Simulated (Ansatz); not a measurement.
CH₈GeSSi, SMILES `[SiH3]S[CH2][GeH3]`. Charge 0, multiplicity 1.

```xyz
12

Si   -1.321   -1.872   -0.996
S    -1.163   -0.290    0.416
C     0.502    0.301   -0.006
Ge    0.981    1.822    1.145
H    -2.653   -2.494   -0.798
H    -1.196   -1.353   -2.384
H    -0.247   -2.879   -0.780
H     1.235   -0.494    0.139
H     0.537    0.625   -1.048
H     0.956    1.377    2.614
H     2.394    2.298    0.769
H    -0.026    2.961    0.928
```

Question: List the harmonic frequencies (cm⁻¹, unscaled) at PBE0-D4/def2-TZVP in Ansatz. (Estimate.)

Answer: The calculation gave: 33, 106, 107, 142, 160, 489, 489, 525, 598, 616, 688, 762, 790, 828, 881, 884, 914, 922, 958, 1099, 1152, 1430, 2151, 2168, 2172, 2214, 2215, 2245, 3068, 3129.

Question: Is this a minimum?

Answer: Yes, all 30 modes are real.

Question: Give the ideal-gas thermochemistry at 298.15 K and 1 bar (rigid rotor, harmonic oscillator; point group Cs, symmetry number 1).

Answer: Zero-point energy 203.0 kJ/mol; H(298) − E = 226.7 kJ/mol; entropy 382.1 J/(mol·K), of which translation 171.6, rotation 117.6, vibration 93.0; G(298) − E = 112.7 kJ/mol. Modes under 100 cm⁻¹ are hindered rotations or soft bends, so the harmonic entropy is rough.

Question: And at 400, 500, 600, 800 and 1000 K?

Answer: 
| T (K) | H − E (kJ/mol) | S (J/mol/K) | G − E (kJ/mol) |
| --- | --- | --- | --- |
| 400 | 240.5 | 422.0 | 71.8 |
| 500 | 256.4 | 457.4 | 27.8 |
| 600 | 274.2 | 489.6 | -19.6 |
| 800 | 313.7 | 546.4 | -123.4 |
| 1000 | 357.4 | 595.0 | -237.6 |
